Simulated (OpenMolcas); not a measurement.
Values are calculated unless marked as measured or tabulated.
# Ni2+: input and output

Ni2+ with its 8 nearest fluoride ions at 2.212 Å, on the Ca site of CaF2 (a = 5.46294 Å, distance in the model lattice 2.366 Å). The rest of the host is ab initio model potentials to 7.6 Å and point charges beyond; the distance is set by hand and nothing relaxes. Ligand basis ANO-RCC-VDZP.

Input, with the lattice sites abridged:

```
&GATEWAY
Basis set
Ni.ANO-RCC-VTZP.
Ni1 0.0 0.0 0.0 Angstrom
End of basis
Basis set
F.ANO-RCC-VDZP.
L1 1.277099 1.277099 1.277099 Angstrom
L2 1.277099 1.277099 -1.277099 Angstrom
L3 1.277099 -1.277099 1.277099 Angstrom
L4 1.277099 -1.277099 -1.277099 Angstrom
End of basis
Basis set
Ca.EMB-AIMP.Pascual.0s.0s.ECP.CaF2.
PseudoCharge
* 21 symmetry-unique lattice sites within 7.6 angstrom
End of basis
Basis set
F.EMB-AIMP.Pascual.0s.0s.ECP.CaF2.
PseudoCharge
* 40 symmetry-unique lattice sites within 7.6 angstrom
End of basis
Symmetry
XYZ
AngMom=0.0 0.0 0.0
AMFI
RICD
XField
1348 Angstrom 0
* Evjen-weighted lattice charges
&SEWARD
&RASSCF
FileOrb=start.orb
Symmetry=1
Spin=3
nActEl=8 0 0
Inactive=23 26
Ras2=5 0
CIRoot=10 10 1
SDav=10
CIMx=300
Iter=150 100
PrWF=0.3
OrbListing=Nothing
MaxOrb=0
LevShft=1.0
>>> COPY $Project.JobIph JOB001
&RASSCF
FileOrb=start.orb
Symmetry=1
Spin=1
nActEl=8 0 0
Inactive=23 26
Ras2=5 0
CIRoot=15 15 1
SDav=15
CIMx=300
Iter=150 100
PrWF=0.3
OrbListing=Nothing
MaxOrb=0
LevShft=1.0
>>> COPY $Project.JobIph JOB002
&RASSI
NrOfJobIphs=2 10 15
1 2 3 4 5 6 7 8 9 10
1 2 3 4 5 6 7 8 9 10 11 12 13 14 15
IphNames
JOB001
JOB002
EJob
SpinOrbit
DIPRint=1.0
SOCoupling=1000.0
Subsets=2
Property=9
'ANGMOM' 1 'ANGMOM' 2 'ANGMOM' 3 'MLTPL  1' 1 'MLTPL  1' 2 'MLTPL  1' 3
'AMFI' 1 'AMFI' 2 'AMFI' 3
SOProperty=3
'ANGMOM' 1 'ANGMOM' 2 'ANGMOM' 3
```

Launched by
```bash
OMP_NUM_THREADS=1 MOLCAS_MEM=2457 MOLCAS_PROJECT=a pymolcas a.inp > a.log  # once for each step of the input, in one work folder
```

A driver script runs the steps one by one and writes start.orb anew before each from the orbitals found so far.

Output, cut to the results:

```
--- SEWARD ---
Basis set label: NI.ANO-RCC...6S5P3D2F1G.

      Electronic valence basis set:
      ------------------
      Associated Effective Charge  28.000000 au
      Associated Actual Charge     28.000000 au
      Nuclear Model: Point charge

      Shell  nPrim  nBasis  Cartesian Spherical Contaminant
         s      21       6        X
         p      15       5        X
         d      10       3                 X
         f       6       2                 X
         g       4       1                 X
                  Relativistic Douglas-Kroll-Hess integrals:
                    - DKH order of Hamiltonian: 2
                    - DKH order of Properties : 0
                  Atomic mean-field integrals
--- RASSCF ---
Wave function specifications:
      -----------------------------

      Number of closed shell electrons          98
      Number of electrons in active shells       8
      Max number of holes in RAS1 space          0
      Max nr of electrons in RAS3 space          0
      Number of inactive orbitals               49
      Number of active orbitals                  5
      Number of secondary orbitals             117
      Spin quantum number                      1.0
      State symmetry                             1
Orbital specifications:
      -----------------------

      Symmetry species                           1   2
                                                ag  au
      Frozen orbitals                            0   0
      Inactive orbitals                         23  26
      Active orbitals                            5   0
      RAS1 orbitals                              0   0
      RAS2 orbitals                              5   0
      RAS3 orbitals                              0   0
      Secondary orbitals                        58  59
      Deleted orbitals                           0   0
      Number of basis functions                 86  85
      Number of CSFs                            10
      Number of root(s) required                10
      Iter CI   SX   CI       RASSCF       Energy    max ROT     max BLB   max BLB  Level Ln srch  Step   QN
          iter iter root      energy       change     param      element    value   shift minimum  type update
 Nr of preliminary CI iterations:   1
      Total energies have been shifted. Add                -2000.00 au
        1   1   13    0  -316.42728258    0.00E+00  -4.67E-02    8  50 2 -3.09E-01*  1.27   0.00    SX    NO
        2   1   13    0  -317.13984725   -7.13E-01* -1.54E-02   27  39 1  1.07E-01*  0.95   0.00    SX    NO
        3   1   13    0  -317.20681684   -6.70E-02* -7.40E-03   25  31 1  3.21E-02*  0.92   0.00    SX    NO
        4   1   12    0  -317.21488794   -8.07E-03* -2.86E-03    5  38 2  1.80E-02*  0.88   0.00    SX    NO
        5   1   12    0  -317.21710727   -2.22E-03* -4.14E-03   16  29 2  6.77E-03*  0.88   1.80    QN   YES
        6   1   11    0  -317.21819133   -1.08E-03* -9.18E-04   27  33 1 -4.18E-03*  0.87   1.01    QN   YES
        7   1   10    0  -317.21825757   -6.62E-05* -3.82E-04    6  39 2 -1.66E-03*  0.87   1.44    QN   YES
        8   1    9    0  -317.21827458   -1.70E-05* -5.28E-05    5  38 2 -4.41E-04*  0.87   1.14    QN   YES
        9   1    8    0  -317.21827537   -7.89E-07*  2.14E-05   24  30 1  8.55E-05   0.87   1.25    QN   YES
       10   1    7    0  -317.21827549   -1.15E-07*  7.64E-06    4  37 2  5.77E-05   0.87   1.21    QN   YES
       11   1    6    0  -317.21827551   -2.47E-08*  1.84E-06    5  38 2  1.40E-05   0.87   1.06    QN   YES
       12   1    5    0  -317.21827551   -1.46E-09   7.44E-07   27  33 1 -2.89E-06   0.87   1.16    QN   YES
      Convergence after 12 iterations
       13   1    5    0  -317.21827551   -1.32E-10   7.44E-07    4  37 2 -1.85E-06   0.87   1.16    QN   YES
      Natural orbitals and occupation numbers for root  1
      sym 1:   1.016400   2.000000   1.983600   1.016400   1.983600
      Natural orbitals and occupation numbers for root  2
      sym 1:   1.075466   2.000000   1.075466   1.924534   1.924534
      Natural orbitals and occupation numbers for root  3
      sym 1:   1.030383   2.000000   1.969617   1.030383   1.969617
::    RASSCF root number  1 Total energy:  -2317.25367461
::    RASSCF root number  2 Total energy:  -2317.25367461
::    RASSCF root number  3 Total energy:  -2317.25367461
::    RASSCF root number  4 Total energy:  -2317.24218890
::    RASSCF root number  5 Total energy:  -2317.24218890
...
--- RASSI ---
SPIN-FREE ENERGIES:
  (Shifted by EMIN (a.u.) =      -2317.2536746083)

 SF State       Relative EMIN(au)   Rel lowest level(eV)    D:o, cm**(-1)

     1             0.0000000000        0.0000000000              0.0000
     2             0.0000000000        0.0000000000              0.0000
     3             0.0000000000        0.0000000000              0.0000
     4             0.0114857044        0.3125419381           2520.8207
     5             0.0114857044        0.3125419381           2520.8207
     6             0.0114857044        0.3125419381           2520.8207
     7             0.0255667547        0.6957068370           5611.2541
    11             0.0780183119        2.1229864196          17123.0402
    12             0.0780183119        2.1229864196          17123.0402
    13             0.0780183119        2.1229864196          17123.0402
    14             0.0827062489        2.2505516831          18151.9235
    15             0.0827062489        2.2505516831          18151.9235
    10             0.0979890221        2.6664171271          21506.1045
     8             0.0979890221        2.6664171271          21506.1045
     9             0.0979890221        2.6664171271          21506.1045
    16             0.1194922734        3.2515504049          26225.5227
    17             0.1194922734        3.2515504049          26225.5227
    18             0.1194922734        3.2515504049          26225.5227
    19             0.1260158555        3.4290661166          27657.2834
    20             0.1260158555        3.4290661166          27657.2834
    21             0.1260158555        3.4290661166          27657.2834
    22             0.1278281747        3.4783818352          28055.0415
    23             0.1283577785        3.4927930873          28171.2761
    24             0.1283577785        3.4927930873          28171.2761
    25             0.2919350161        7.9439564830          64072.3300
...
```

Spin-orbit levels above the lowest (labels of O, the rotations of Oh):

```csv
E (cm-1),Degeneracy,Label,2S+1
0.0,1,A1,3
361.3,3,T1,3
959.0,2,E,3
1303,3,T2,3
3494,3,T1,3
3555,3,T2,3
3828,2,E,3
3860,1,A2,3
6852,3,T2,3
18012,3,T2,1
18929,2,E,1
22379,3,T2,3
22456,2,E,3
22840,3,T1,3
23106,1,A1,3
27255,3,T2,1
28679,3,T1,1
29078,1,A1,1
29208,2,E,1
65140,1,A1,1
```

An orbital triplet at a regular site is open to Jahn-Teller coupling, which can distort the site and quench the lowest spin-orbit gaps and is left out. Without dynamic correlation the repulsion within the d shell is too large (B by tens of per cent), so at a given field states of lower spin stand too high. Ligand-to-metal charge-transfer states are missing. With no ligand orbital active B as a rule stays too high, so bands that hang on it stand too high and its fall with covalency is understated. With metal d orbitals alone and no dynamic correlation 10Dq can be off by a tenth to a fifth, either way, in oxide and fluoride hosts. No measured value stands beside these numbers; the geometry was set by hand and not optimised.

The RASSCF and RASSI steps took 24 s on 1 thread of Arm Neoverse V2 (shared host); the integral step is not counted.
